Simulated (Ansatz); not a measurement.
Cartesian coordinates (Å):
```xyz
21

Si    -3.3771    -0.7332    -1.2365
C     -1.7392    -0.1417    -0.5327
C     -1.6373     1.1461     0.0590
C     -0.4452     1.5906     0.5766
Cl    -0.3814     3.1721     1.2869
C      0.7323     0.7895     0.5445
C      1.9792     1.2105     1.0666
C      3.0785     0.3858     1.0028
C      2.9820    -0.8951     0.4153
C      1.7832    -1.3285    -0.0991
C      0.6291    -0.5057    -0.0511
C     -0.6137    -0.9404    -0.5781
H     -3.8410     0.1766    -2.3291
H     -4.4312    -0.7489    -0.1759
H     -3.1999    -2.1124    -1.7815
H     -2.5064     1.8059     0.1131
H      2.0503     2.2003     1.5196
H      4.0342     0.7240     1.4099
H      3.8629    -1.5397     0.3713
H      1.6998    -2.3182    -0.5553
H     -0.6590    -1.9373    -1.0262
```
Charge 0, multiplicity 1.

Method: frozen-core CCSD(T)/cc-pVDZ // PBE0-D4/def2-SVP (Ansatz, a program for electronic structure). The restricted HF reference is unstable towards unrestricted orbitals.

```yaml
HF energy: -1132.39260 Ha
MP2 correlation energy: -1.53512 Ha
```

Task: Estimate the CCSD correlation energy, the (T) correction, the total energy and the T1 diagnostic.

Result: 
```yaml
CCSD correlation energy: -1.60375 Ha
"(T) correction": -0.07289 Ha
CCSD(T) total energy: -1134.06924 Ha
T1 diagnostic: 0.011
```
